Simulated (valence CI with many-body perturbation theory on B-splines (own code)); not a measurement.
Which ion has this spectrum?

A relativistic CI+MBPT calculation for an atom or ion with 7 electrons gives these levels (× 10³ cm⁻¹):

| J | Parity | E | g |
| --- | --- | --- | --- |
| 3/2 | odd | 0.00 | 1.35 |
| 3/2 | odd | 3339.6 | 1.44 |
| 5/2 | odd | 3507.1 | 1.18 |
| 1/2 | odd | 3782.1 | 0.64 |
| 5/2 | even | 5235.9 | 1.47 |
| 1/2 | even | 5833.3 | 2.07 |
| 3/2 | even | 5845.8 | 1.19 |
| 3/2 | odd | 7131.7 | 1.29 |
| 3/2 | even | 8744.8 | 1.57 |
| 5/2 | even | 9020.2 | 1.28 |
| 1/2 | even | 9347.2 | 1.40 |
| 3/2 | even | 9434.4 | 1.05 |
| 3/2 | odd | 11530 | 1.31 |
| 1/2 | even | 12825 | 1.79 |

The energies are calculated, and their last digits are not significant.

Problem. Which is it?
A. Cs48+
B. Ce51+
C. Ba49+
D. La50+

Solution. D. La50+, ground level (2s^2 2p1/2^2 2p3/2) J=3/2.
